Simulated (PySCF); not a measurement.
# How methods differ on the ionisation energy of P²⁺

P²⁺ [Ne] 3s2 3p1 (2P) → P³⁺ [Ne] 3s2 (1S), as a difference of total energies. All numbers are calculated (PySCF 2.14, the spin-free X2C one-electron Hamiltonian (Gaussian nucleus), in aug-cc-pCVTZ-DK (8s7p5d3f, 75 functions)). Correlated levels: nothing frozen. The calculations carry no spin-orbit coupling.

```
                 method  ionisation energy (eV)  plus first-order spin-orbit estimate  error of that sum (eV)
                    UHF                  29.572                                29.614                  -0.589
    MP2 (all electrons)                  29.906                                29.947                  -0.256
SCS-MP2 (all electrons)                  29.890                                29.931                  -0.272
   CCSD (all electrons)                  30.035                                30.076                  -0.127
CCSD(T) (all electrons)                  30.058                                30.099                  -0.104
```

Reference: 30.203 eV (measured; NIST Atomic Spectra Database, ionization energies).

A first-order spin-orbit estimate (lowest level to lowest level, LS coupling) adds 0.041 eV.

Errors of the correlated levels include the incompleteness of this basis.
